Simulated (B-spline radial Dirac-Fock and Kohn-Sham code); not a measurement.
# Dipole and non-dipole photoemission parameters of Dy⁴⁺ 3d5/2

System: Dy⁴⁺, configuration 1s2 2s2 2p6 3s2 3p6 3d10 4s2 4p6 4d10 4f8 5s2 5p6; threshold 1360.1 eV (orbital energy of the model). The computed values come from a radial finite-basis atomic code: Dirac-Hartree-Slater photoionisation with a Latter tail; cross sections with all multipoles, angular parameters from the dipole term and its interference with E2.

The run's input, task.json:

```json
{"items": [{
  "Z": 66,
  "q": 4,
  "cfg": [[1, 0, 2], [2, 0, 2], [2, 1, 6], [3, 0, 2], [3, 1, 6], [3, 2, 10], [4, 0, 2], [4, 1, 6], [4, 2, 10], [4, 3, 8], [5, 0, 2], [5, 1, 6]],
  "A": 164,
  "rrms": 5.2218,
  "do": "xps",
  "hv": [60, 114.0, 142.0, 148.0, 153.0, 276.0, 299.0, 312.0, 314.0, 382.0, 400, 448.0, 470.0, 478.0, 502.0, 629.0, 876.0, 882.0, 1000, 1410.0, 1486.9, 1800.0, 1900.0, 2000, 2250.0, 4100.0, 9251.7, 12000, 13000.0, 15000]
}]}
```

Launch: `python xray2_run.py task.json out`

For linearly polarised light dσ/dΩ = σ/(4π) [1 + β P₂(cos θ) + (δ + γ cos²θ) sin θ cos φ], with θ from the polarisation vector and φ the angle between the beam and the projection of the electron momentum on the plane normal to the polarisation.

```
hν (eV)  σ (kb)      β       γ       δ
   1410     816  0.404  -0.051  -0.005
 1486.9     720  0.499  -0.100  -0.011
   1800     444  0.889  -0.164   0.005
   1900     386  0.960  -0.150   0.013
   2000     337  1.015  -0.127   0.020
   2250     245  1.110  -0.051   0.034
   4100    41.4  1.217   0.558   0.093
 9251.7       ?      ?       ?       ?
  12000    1.07  0.882   1.720   0.289
  13000   0.799  0.849   1.795   0.313
  15000   0.470  0.790   1.925   0.360
```

Question: Give the values at Ga Kα (9251.7 eV).

Answer: σ = 2.73 kb, β = 0.985, γ = 1.464, δ = 0.222.
